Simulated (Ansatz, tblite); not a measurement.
Isomers of ZrO₄H₄ (singlet), found by a short tight-binding search and relaxed with PBE-D4/def2-SVP in Ansatz.

In the def2 sets Zr takes a core potential; there is no spin–orbit coupling. The xTB rows come from tblite. LC-ωPBE has ω = 0.4 bohr⁻¹. HSE06 is defined as in plane-wave codes, on full-range PBE exchange.

Run but left out: HF/def2-TZVP, MP2/def2-TZVP, CCSD/def2-TZVP, CCSD(T)/def2-TZVP (B: restricted singlet, unstable towards broken spin symmetry).

A: It holds 1 O–O bond. B: The restricted singlet is unstable towards broken spin symmetry in Hartree–Fock (as tested in another run); at PBE-D4/def2-TZVP, r2SCAN-D4/def2-TZVP, PBE0-D4/def2-TZVP, HSE06-D4/def2-TZVP and others this wasn't settled. It holds 2 O–O bonds. C: It holds 1 O–O bond.

Other spin states weren't relaxed.

A:

```xyz
9

Zr    0.098    0.199    0.076
O    -1.164   -1.163   -1.276
O    -0.980   -1.541    0.147
O     0.159    0.797    1.901
O     1.838    0.057   -0.740
H     0.210    1.070    2.827
H     2.778   -0.131   -0.865
H    -2.108   -0.893   -1.308
H    -0.832    1.605   -0.763
```

B:

Cartesian coordinates in Å:
```
Zr 1.003 -0.404 0.307
O -0.683 -1.432 0.800
O -0.863 -1.174 -0.540
O -1.389 1.211 -0.074
O -1.920 0.200 -0.776
H 0.856 0.966 -1.007
H -0.597 1.517 -0.642
H 2.454 -1.558 0.114
H 1.140 0.674 1.817
```

C:

```tsv
atom	x (Å)	y (Å)	z (Å)
Zr1	0.194	0.288	0.047
O2	-0.264	2.144	-0.149
O3	-1.213	-0.541	1.279
O4	-0.104	-1.501	1.492
O5	0.252	-0.690	-1.620
H6	-0.515	3.075	-0.211
H7	1.957	0.355	0.687
H8	-0.446	-2.310	1.047
H9	0.139	-0.819	-2.572
```

Q: Estimate their order by electronic energy at PBE0-D4/def2-TZVP, counted from the lowest.

A: A (0.00) < C (0.03) < B (9.96), in eV.

Q: Do the other levels pick the same lowest one?

A: Not GFN1-xTB, GFN2-xTB. Energies above each level's lowest (eV):

```
              level     A      B     C
           GFN1-xTB  0.04   7.92  0.00
           GFN2-xTB  0.07   5.37  0.00
   PBE-D4/def2-TZVP  0.00   9.07  0.03
r2SCAN-D4/def2-TZVP  0.00   9.61  0.03
  PBE0-D4/def2-TZVP  0.00   9.96  0.03
 HSE06-D4/def2-TZVP  0.00   9.95  0.03
  LC-ωPBE/def2-TZVP  0.00  10.48  0.04
```
Point groups (tolerance 0.1 Å): A not assigned, B not assigned, C not assigned. A and C have the same bonds, so they are conformers or stereoisomers. Lower isomers may exist.
